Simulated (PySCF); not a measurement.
From computed data to an observable: dipole moment from atomic charges

H5NOSiZn, SMILES [NH2][Zn][O][SiH3]. Atoms are numbered in the order given.

```xyz
9

Zn    -0.3656     0.4426     0.5952
N     -1.3156     1.1052     1.9868
H     -1.0763     0.7385     2.9054
H     -2.3282     1.0540     1.9007
O      0.6396     0.0101    -0.7934
Si     1.0608    -1.2710    -1.7224
H     -0.1290    -1.9027    -2.3877
H      1.7340    -2.3512    -0.9243
H      2.0079    -0.8408    -2.7966
```

Geometry: PBE0-D3(BJ)/def2-SVP. The structure was generated by enumeration; whether it is a known compound was not checked. The values are those of a single conformer.

Charges (e) from PBE/def2-TZVP (PySCF):

```csv
atom,ESP fit,IAO
Zn1,0.714,1.344
N2,-0.910,-1.117
H3,0.300,0.258
H4,0.298,0.258
O5,-0.343,-1.096
Si6,-0.067,0.816
H7,-0.015,-0.160
H8,-0.013,-0.160
H9,0.035,-0.144
```

The dipole moment of the full density is 2.33 D.

**Question.** What dipole moment does each set of point charges give, and which comes closer to that of the density?

**Answer.** 
μ = Σ q r, and 1 e Å = 4.8032 D.
ESP fit: Σ q r = (-0.321, -0.043, 0.393) e Å, |μ| = 2.45 D.
IAO: Σ q r = (-0.282, -0.424, 0.217) e Å, |μ| = 2.66 D.
ESP fit comes closer in size. Point charges leave out the atoms' own dipoles (lone pairs, polarised bonds); fits to the potential absorb them, partitions of the density don't.
